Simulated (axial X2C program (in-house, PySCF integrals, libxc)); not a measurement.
# Basis sets for IF

Computed with an axial X2C code built on PySCF integrals, spin-free (one-electron X2C) or two-component (2c: spin–orbit coupling with atomic mean-field Coulomb and Gaunt terms, which also bring small scalar terms), in Dyall basis sets with cores contracted in-house; open shells are unrestricted.

```
Hamiltonian  level   Dyall basis           state  Re (Å)  ωe (cm⁻¹)  De (eV)
  spin-free     HF  I v3z, F v3z  M_S = 0, Λ = 0   1.880      697.9     0.76
  spin-free   PBE0  I v3z, F v3z  M_S = 0, Λ = 0   1.916      636.1     2.83
  spin-free   TPSS  I v3z, F v3z  M_S = 0, Λ = 0   1.941      601.6     3.13
         2c     HF  I v3z, F v3z           Ω = 0   1.888      682.3     0.51
         2c   PBE0  I v3z, F v3z           Ω = 0   1.926      617.2     2.64
         2c   TPSS  I v3z, F v3z           Ω = 0   1.951      583.5     2.98
```

In the other basis sets:

| Hamiltonian | level | Dyall basis | state | Re (Å) | ωe (cm⁻¹) | De (eV) |
| --- | --- | --- | --- | --- | --- | --- |
| spin-free | HF | I cv3z, F av3z | M_S = 0, Λ = 0 | 1.869 | 697.3 | 0.87 |
| spin-free | PBE0 | I cv3z, F av3z | M_S = 0, Λ = 0 | 1.904 | 635.3 | 2.92 |
| spin-free | TPSS | I cv3z, F av3z | M_S = 0, Λ = 0 | 1.930 | 600.9 | 3.22 |
| 2c | HF | I cv3z, F av3z | Ω = 0 | 1.876 | 682.2 | 0.62 |
| 2c | PBE0 | I cv3z, F av3z | Ω = 0 | 1.914 | 617.1 | 2.74 |
| 2c | TPSS | I cv3z, F av3z | Ω = 0 | 1.940 | 583.4 | 3.07 |

Question: How far does the basis move Re and ωe?

Answer: HF spin-free, I v3z, F v3z to I cv3z, F av3z: ΔRe -0.011 Å, Δωe -0.6 cm⁻¹; PBE0 spin-free, I v3z, F v3z to I cv3z, F av3z: ΔRe -0.012 Å, Δωe -0.8 cm⁻¹; TPSS spin-free, I v3z, F v3z to I cv3z, F av3z: ΔRe -0.011 Å, Δωe -0.7 cm⁻¹; HF 2c, I v3z, F v3z to I cv3z, F av3z: ΔRe -0.012 Å, Δωe -0.1 cm⁻¹; PBE0 2c, I v3z, F v3z to I cv3z, F av3z: ΔRe -0.012 Å, Δωe -0.1 cm⁻¹; TPSS 2c, I v3z, F v3z to I cv3z, F av3z: ΔRe -0.011 Å, Δωe -0.1 cm⁻¹.

Each entry is the lowest single determinant of a limited PBE0 search at one distance. De goes to single-determinant-based atoms at the same level (for ions the charge split of lowest energy) and is withheld (n/a) where an atom does not fit its ground term or J level. Main or longest-lived isotopes. Some light 2c atoms are not at their ground J level, so De misses part of their lowering (0.04 eV or less). The functionals have no current term, which raises determinants with orbital currents.
